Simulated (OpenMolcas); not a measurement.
**Sb⁴⁺: effect of the level shift or regulariser**

* Program: OpenMolcas
* Basis: ANO-RCC-VTZP [7s6p4d2f1g]
* Scalar Hamiltonian: DKH2, point nucleus
* Active space: 1 electron in 4 orbitals (5s 5p)
* State averaging: 2S+1 = 2 even, 1 root; 2S+1 = 2 odd, 3 roots
* Spin-orbit coupling: state interaction with AMFI integrals over the reference wave functions, term energies averaged over their components

Methods on the same reference wave functions:
A. CASSCF
B. SS-CASPT2, IPEA 0.25 Eh, imaginary shift 0.1 Eh (closed shells correlated: 4d)
C. SS-CASPT2, IPEA 0.25 Eh, real shift 0.2 Eh (closed shells correlated: 4d)

Energies in cm-1 above 5s 2S 1/2, the measured ground level; measured values from Moore, Atomic Energy Levels, vol. III, NSRDS-NBS 35 (1971 reprint of NBS Circular 467, 1958).

```
     Level      A      B      C  Measured
 5s 2S 1/2    0.0    0.0    0.0       0.0
5p 2P* 1/2  80493  83399  83398     81566
5p 2P* 3/2  88580  91486  91484     90553
```

Deviations, from unrounded energies. A percentage is the sum of absolute deviations over the sum of measured energies, with the sign that they share, or ± where signs differ.

```json
{"Against measurement": "mean absolute deviation (cm-1)", "Levels": "2", "A": "1500", "B": "1400", "C": "1400"}
{"Against measurement": "other configurations (%)", "Levels": "2", "A": "-1.8", "B": "+1.6", "C": "+1.6"}
```

B, C lie about equally close to measurement and A furthest from it. The largest miss of C in the table is 5p 2P* 1/2, by +1800 cm-1. The ranking rests on the paired levels alone, and a cruder setting can come out closer through cancelling errors.

Between B and C no level of the table moves by more than 5 cm-1.

The lowest spin-free term lies below A's lowest term by 0.375 hartree in B, 0.375 hartree in C.

With one active electron the reference holds no correlation, so core polarisation is missing (holds for A). With one active electron, CASPT2 adds the correlation within the correlated inactive shells and between them and that electron, and leaves the splitting within a term as the reference gives it (holds for B; C). Measured partners are found by configuration, term and J. A level has none where our copy of the source lacks it or the pairing is in doubt (some pairs that miss far off the trend of their configuration count as doubtful), and it then counts in no deviation. Only configurations of the active space appear.

* marks odd parity.
